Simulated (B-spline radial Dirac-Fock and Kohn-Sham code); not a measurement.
Elastic scattering of 66.7 keV positrons by the Te atom

Calculated with a B-spline atomic structure program, using relativistic (Dirac) partial waves in the static field of the Dirac-Fock atom, without polarisation or absorption potentials.

| θ (°) | dσ/dΩ (a₀²/sr) | Sherman function |
| --- | --- | --- |
| 5 | 2.66 | 0.000 |
| 10 | 0.264 | 0.001 |
| 15 | 0.0635 | 0.001 |
| 20 | 0.0224 | 0.002 |
| 25 | 0.00983 | 0.003 |
| 30 | 0.00498 | 0.004 |
| 35 | 0.00280 | 0.005 |
| 40 | 0.00171 | 0.006 |
| 45 | 0.00110 | 0.007 |
| 50 | 0.000747 | 0.008 |
| 55 | 0.000527 | 0.009 |
| 60 | 0.000385 | 0.010 |
| 65 | 0.000289 | 0.011 |
| 70 | 0.000222 | 0.012 |
| 75 | 0.000175 | 0.013 |
| 80 | 0.000140 | 0.013 |
| 85 | 0.000115 | 0.014 |
| 90 | 9.53e-05 | 0.014 |
| 95 | 8.04e-05 | 0.015 |
| 100 | 6.88e-05 | 0.015 |
| 105 | 5.96e-05 | 0.015 |
| 110 | 5.23e-05 | 0.015 |
| 115 | 4.64e-05 | 0.014 |
| 120 | 4.16e-05 | 0.014 |
| 125 | 3.77e-05 | 0.013 |
| 130 | 3.45e-05 | 0.013 |
| 135 | 3.19e-05 | 0.012 |
| 140 | 2.97e-05 | 0.011 |
| 145 | 2.79e-05 | 0.010 |
| 150 | 2.65e-05 | 0.009 |
| 155 | 2.54e-05 | 0.007 |
| 160 | 2.45e-05 | 0.006 |
| 165 | 2.38e-05 | 0.004 |
| 170 | 2.33e-05 | 0.003 |
| 175 | 2.31e-05 | 0.002 |

The total elastic cross section is 0.757 a₀², the first transport cross section 0.00346 a₀² and the second, weighted with (3/2) sin²θ, 0.00864 a₀². The mean deflection is ⟨1 − cos θ⟩ = 0.00457, and 0.039 % of the collisions scatter beyond 90°.
